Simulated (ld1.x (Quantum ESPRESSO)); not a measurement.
silver, TM: configuration errors across variants

| Item | Value |
| --- | --- |
| Element | Ag |
| Generator | ld1.x (Quantum ESPRESSO) 7.5 |
| Type | norm-conserving Troullier–Martins (Kleinman–Bylander form) |
| Functional | LDA (PZ) |
| Relativity | fully relativistic |
| Frozen core | [Kr] |
| Valence charge | 11 |
| Reference configuration | 4d10 5s0.5 5p0.5 |
| Partial waves | 5s (bound): rc 1.90 bohr; 5p (bound): rc 3.95 bohr; 4d (bound): rc 1.40 bohr |
| Local potential | all-electron potential smoothed inside 2.20 bohr (lloc = -1) |
| Core correction | none |

Open shells are filled in proportion to 2j + 1 (rel_dist='average').

All-electron excitation energies from the reference (eV): (1) 4d10 5s1 5p0 -1.964; (2) 4d10 5s0 5p0 6.140; (3) 4d9 5s0 5p0 28.524; (4) 4d9 5s1 5p0 11.417; (5) 4d9 5s2 5p0 1.998; (6) 4d10 5s0.5 5p0 1.222; (7) 4d7 5s0 5p0 116.878.

Tests that are not counted but printed errors over 1 eV. “all radii scaled by about 0.91 (s 1.74, p 3.60, d 1.28 bohr); local potential all-electron potential smoothed inside 2.02 bohr (lloc = -1)”: 4d9 5s1 5p0 (solver errors, printed error -4.0 eV); 4d9 5s2 5p0 (solver errors, printed error -14.9 eV).

A true bound ghost makes a file unfit for plane-wave use even where its test errors are small: the radial tests pick states by their node count and pass the ghost by. Where a test does run into it, the solver fails or the error is huge.

Errors AE − PS in meV (a dash: test not solved or not reliable):

| change | (1) | (2) | (3) | (4) | (5) | (6) | (7) | bound ghosts |
| --- | --- | --- | --- | --- | --- | --- | --- | --- |
| base | +1.0 | -3.2 | -30 | -9.1 | -44 | -0.6 | -715 | none |
| all radii scaled by about 0.74 (s 1.42, p 2.94, d 1.04 bohr); local potential all-electron potential smoothed inside 1.64 bohr (lloc = -1) | +7.2 | +15 | +7.1 | -21 | +27 | -0.5 | -469 | s |
| all radii scaled by about 0.86 (s 1.62, p 3.38, d 1.20 bohr); local potential all-electron potential smoothed inside 1.88 bohr (lloc = -1) | +1.9 | +2.4 | -11 | -87 | -81 | -0.5 | -552 | s |
| all radii scaled by about 0.91 (s 1.74, p 3.60, d 1.28 bohr); local potential all-electron potential smoothed inside 2.02 bohr (lloc = -1) | +2.4 | -0.5 | -18 | – | – | +0.6 | -607 | s |
| all radii scaled by about 1.05 (s 1.98, p 4.14, d 1.46 bohr); local potential all-electron potential smoothed inside 2.30 bohr (lloc = -1) | +1.1 | -4.1 | -35 | -30 | -62 | -0.7 | -752 | none |
| all radii scaled by about 1.14 (s 2.16, p 4.50, d 1.60 bohr); local potential all-electron potential smoothed inside 2.50 bohr (lloc = -1) | +1.3 | -5.5 | -53 | -69 | -98 | -0.9 | -902 | none |
| all radii scaled by about 1.21 (s 2.30, p 4.78, d 1.70 bohr); local potential all-electron potential smoothed inside 2.66 bohr (lloc = -1) | +1.6 | -6.4 | -66 | -81 | -107 | -1.2 | -991 | none |
| all radii scaled by about 1.30 (s 2.48, p 5.16, d 1.82 bohr); local potential all-electron potential smoothed inside 2.88 bohr (lloc = -1) | +1.8 | -6.5 | -86 | -92 | -110 | -1.3 | -1118 | none |

Question: Give the same row for: all radii scaled by about 1.38 (s 2.62, p 5.46, d 1.94 bohr); local potential all-electron potential smoothed inside 3.04 bohr (lloc = -1).

Answer: +1.8, -5.6, -101, -89, -95, -1.2, -1179; bound ghosts: none.
